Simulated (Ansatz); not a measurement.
The molecule TeAs, multiplicity 4 (an upper state: multiplicity 2 came lower at CCSD(T)/def2-TZVPP on PBE0 minima). No spin–orbit coupling. As is treated without relativity.

Seven points along R, fitted to fifth degree in 1/R; most abundant isotopes. Runs in def2 and cc sets follow the lowest solution found near the PBE0 minimum.

The values were computed with Ansatz (a quantum-chemistry and plane-wave program). Each number belongs to the level named beside it. In def2 rows elements past Kr take small-core potentials, without spin–orbit coupling.

Energies at PBE/def2-TZVPP:

| R (Å) | E (hartree) |
|---|---|
| 2.397385 | -2503.50715459 |
| 2.461831 | -2503.51252475 |
| 2.521121 | -2503.51535577 |
| 2.588145 | -2503.51662053 |
| 2.655168 | -2503.51626922 |
| 2.732503 | -2503.51433093 |
| 2.822727 | -2503.51055841 |

Q: With a reduced mass of 47.5169 u, find the minimum, the force constant and the constants.

A: A fifth-degree polynomial in 1/R puts the minimum at r_e = 2.6048 Å with force constant 147 N/m. Then ω_e = (1/2πc)√(k/μ) = 229 cm⁻¹ and B_e = h/(8π²cμr_e²) = 0.05229 cm⁻¹; the cubic and quartic terms give α_e = 0.00017 and ω_e x_e = 0.53 cm⁻¹.
